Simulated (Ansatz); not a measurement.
`N#[C][Sn]([F])([F])[C]#N`. The species carries charge 0 and has multiplicity 1. Sn: def2 effective core potential. Geometry: relaxed with PBE0-D4/def2-TZVP.

```xyz
7

N    -2.361    1.714   -0.597
C    -1.353    1.189   -0.415
Sn    0.443    0.218   -0.076
F     1.445    0.214   -1.669
F     1.441    1.204    1.178
C     0.254   -1.729    0.601
N     0.132   -2.810    0.978
```

**Question.** What is the dipole moment at PBE/def2-TZVPP? (Estimate.)

**Answer.** Ansatz gave: 0.52 D, with components (0.46, 0.23, -0.08) D in this frame, pointing from negative to positive charge.

**Question.** And with r2SCAN, B3LYP, ωB97M-V? (An estimate is asked.)

**Answer.** Computed: r2SCAN 0.48 D, B3LYP 0.48 D, ωB97M-V 0.50 D.

**Question.** Give the Mulliken charges with PBE, r2SCAN, B3LYP in def2-TZVPP. (Estimate.)

**Answer.** Ansatz gave: 
| atom | PBE | r2SCAN | B3LYP |
| --- | --- | --- | --- |
| N1 | 0.09 | -0.02 | 0.05 |
| C2 | -0.39 | -0.31 | -0.38 |
| Sn3 | 1.38 | 1.51 | 1.51 |
| F4 | -0.38 | -0.42 | -0.43 |
| F5 | -0.38 | -0.42 | -0.43 |
| C6 | -0.39 | -0.31 | -0.38 |
| N7 | 0.09 | -0.02 | 0.05 |

B3LYP here is the variant with VWN-RPA as its local correlation; programs differ in this.
